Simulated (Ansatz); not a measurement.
One change: `CC[Si](Cl)(Cl)Cl` becomes `Cl[Si](Cl)(Cl)[SnH3]`.

Ansatz, PBE0-D4/def2-TZVP geometries, multiplicity 1. Each molecule was computed in one conformer, which needn't be the lowest.

Elements past krypton have def2 core potentials.

```
                                                                                  property  `CC[Si](Cl)(Cl)Cl`
ideal-gas entropy at 298 K and 1 bar (rigid rotor, harmonic PBE0-D4/def2-TZVP) / J/(mol·K)                 390
                                                     HOMO–LUMO gap (B3LYP/def2-TZVPP) / eV                8.76
                                                         LUMO energy (PBE/def2-TZVPP) / eV               -0.73
                                                         HOMO energy (PBE/def2-TZVPP) / eV               -7.63
                                                      HOMO–LUMO gap (PBE0/def2-TZVPP) / eV                9.24
                                            zero-point energy (PBE0-D4/def2-TZVP) / kJ/mol               187.7
```

Give the same properties after the change, and the shifts. (Best estimate.)

Ansatz gave: 
```tsv
property	`Cl[Si](Cl)(Cl)[SnH3]`	shift
ideal-gas entropy at 298 K and 1 bar (rigid rotor, harmonic PBE0-D4/def2-TZVP) / J/(mol·K)	405	15
HOMO–LUMO gap (B3LYP/def2-TZVPP) / eV	6.94	-1.82
LUMO energy (PBE/def2-TZVPP) / eV	-1.66	-0.93
HOMO energy (PBE/def2-TZVPP) / eV	-7.09	0.54
HOMO–LUMO gap (PBE0/def2-TZVPP) / eV	7.42	-1.82
zero-point energy (PBE0-D4/def2-TZVP) / kJ/mol	68.8	-118.9
```

With PBE0 the HOMO rises by 0.74 eV and the LUMO falls by 1.08 eV, so the gap narrows by about 1.82 eV. PBE moves the HOMO by 0.54 eV and ωB97M-V by 0.97 eV. The zero-point energy changes by -118.9 kJ/mol with -9 modes.

Positive LUMOs are unbound, so they and the gaps depend on the basis.

B3LYP here is the variant with VWN-RPA as its local correlation; programs differ in this.
